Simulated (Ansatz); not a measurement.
CH₇AlOSSi, SMILES `[AlH2][O]C[SiH2]S`. Charge 0, multiplicity 1. Geometry: relaxed with PBE0-D4/def2-TZVP. It is one conformer, not always the lowest.

```xyz
12

Al   -0.916    1.209    1.899
O     0.095    0.799    0.604
C    -0.154    0.564   -0.765
Si    0.293   -1.230   -1.148
S     2.339   -1.568   -0.649
H    -2.452    1.454    1.602
H    -0.215    1.310    3.306
H    -1.204    0.755   -1.033
H     0.461    1.240   -1.371
H    -0.616   -2.102   -0.353
H     0.148   -1.552   -2.592
H     2.220   -0.879    0.501
```

Problem. What is the dipole moment at B3LYP/def2-TZVPP? (Estimate.)

Solution. Computed: 1.92 D, with components (-1.51, 1.19, 0.04) D in this frame, pointing from negative to positive charge.

Problem. And with PBE, r2SCAN, ωB97M-V? (Estimate.)

Solution. The calculation gave: PBE 1.85 D, r2SCAN 1.92 D, ωB97M-V 1.91 D.

Problem. Give the Mulliken charges with B3LYP, r2SCAN, PBE in def2-TZVPP. (An estimate is asked.)

Solution. Ansatz gave: 
```csv
atom,B3LYP,r2SCAN,PBE
Al1,0.50,0.54,0.40
O2,-0.39,-0.40,-0.31
C3,-0.08,-0.04,-0.09
Si4,0.38,0.40,0.31
S5,-0.29,-0.30,-0.28
H6,-0.15,-0.16,-0.12
H7,-0.13,-0.14,-0.11
H8,0.09,0.07,0.09
H9,0.10,0.07,0.10
H10,-0.08,-0.09,-0.07
H11,-0.07,-0.08,-0.06
H12,0.12,0.12,0.13
```

B3LYP here is the variant with VWN-RPA as its local correlation; programs differ in this.
